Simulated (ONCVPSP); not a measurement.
**Before and after: ONCV potential for zinc**

```json
{
  "Element": "zinc",
  "Generator": "ONCVPSP 4.0.1",
  "Type": "optimised norm-conserving Vanderbilt (ONCV)",
  "Functional": "PBE",
  "Relativity": "scalar-relativistic",
  "Frozen core": "[Ne]",
  "Valence charge": "20",
  "Reference configuration": "3s2 3p6 3d10 4s2",
  "Partial waves": "3s+4s: rc 0.95 bohr, ncon 4, nbas 7, qcut 13.2 1/bohr, 2 projectors; 3p: rc 0.90 bohr, ncon 4, nbas 7, qcut 18 1/bohr, 2 projectors, debl 3.4 Ha; 3d: rc 1.40 bohr, ncon 5, nbas 10, qcut 13.4 1/bohr, 2 projectors, debl 2.7 Ha",
  "Local potential": "polynomial inside 0.70 bohr (lpopt 1, dvloc0 1 Ha)",
  "Core correction": "Teter function fitted to the true core (icmod 2), fcfact 0.65"
}
```

All-electron outer shells of the reference configuration (PBE, scalar-relativistic, ld1.x):

```tsv
shell	level (eV)	outermost node (bohr)	outermost maximum (bohr)
2p	-1004.03	–	0.15
3s	-129.23	0.28	0.59
3p	-83.40	0.25	0.59
3d	-10.14	–	0.57
4s	-5.98	0.85	2.09
```

Change: all radii but the core radius scaled by about 1.15 (s 1.10, p 1.04, d 1.60 bohr); local potential polynomial inside 0.80 bohr (lpopt 1, dvloc0 1 Ha).

Cutoffs: the cutoffs (Ha) at which the residual kinetic energy of the hardest occupied pseudo-wave falls to 1 and 0.1 mHa per electron; they do not see the model core or the augmentation charge, which bear on the density cutoff. Errors are all-electron minus pseudo energies relative to the spin-unpolarised reference configuration.

Q: What does the change do?

A: The potential gets softer (73 Ha and 101 Ha → 58 Ha and 65 Ha); of the 4 tests that both files solve, the error grows in 4 and shrinks in 0 by more than 15 % and 0.3 meV (median size 4.8 → 10.2 meV); neither file shows a bound ghost. A larger radius leaves more room for a smooth pseudo-wave, so fewer plane waves are needed. More of the atom is replaced by a form fitted at one configuration, so other configurations suffer.

```csv
quantity,base,changed
"cutoff, loose",73 Ha,58 Ha
"cutoff, tight",101 Ha,65 Ha
loose cutoff by channel,"s 64 Ha, p 73 Ha, d 66 Ha","s 54 Ha, p 52 Ha, d 58 Ha"
bound ghosts,none,none
GHOST(+) flags under 300 eV,none,none
"error for 3s2 3p6 3d10 4s1, meV [ΔE 9.89 eV]",+0.8,+1.1
"error for 3s2 3p6 3d10 4s0, meV [ΔE 28.33 eV]",+5.7,+7.3
"error for 3s2 3p6 3d9 4s0, meV [ΔE 68.86 eV]",+3.8,+13
"error for 3s2 3p6 3d8 4s0, meV [ΔE 130.68 eV]",+161,+299
"rms error of d²Exc/dni dnj with the model core, mHa",1.16,0.88
```
